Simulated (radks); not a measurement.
Species: the neodymium ion Nd12+. Configuration: [Kr] 4d10 5s2.

Method: non-relativistic Kohn-Sham, PBE, spin-polarised, spherical densities, point nucleus; relativity is left out, which matters for an element this heavy; computed with a radial shooting solver on a logarithmic mesh with Libxc functionals.

Energy parts (eV):
| part | energy |
|---|---|
| total | -251617.33 |
| kinetic | 251548.50 |
| electron-nucleus | -585389.45 |
| Hartree | 87838.86 |
| exchange-correlation | -5615.24 |

Orbitals (lengths in bohr, moments of r in powers of bohr; r(max) is where P^2 peaks):
| orbital | occ. | eigenvalue (eV) | <1/r> | r(max) |
|---|---|---|---|---|
| 1s | 2 | -41345.76 | 59.46 | 0.01677 |
| 2s | 2 | -6670.784 | 13.76 | 0.09212 |
| 2p | 6 | -6333.915 | 13.78 | 0.07181 |
| 3s | 2 | -1623.130 | 5.140 | 0.2584 |
| 3p | 6 | -1476.172 | 5.074 | 0.2454 |
| 3d | 10 | -1202.397 | 4.961 | 0.1972 |
| 4s | 2 | -490.6034 | 2.225 | 0.5892 |
| 4p | 6 | -433.9974 | 2.141 | 0.5960 |
| 4d | 10 | -333.6335 | 1.966 | 0.6049 |
| 5s | 2 | -208.7181 | 1.062 | 1.230 |

The highest occupied level is 5s at -208.72 eV. The density falls to 0.001 e/bohr^3 at r = 2.36 bohr.
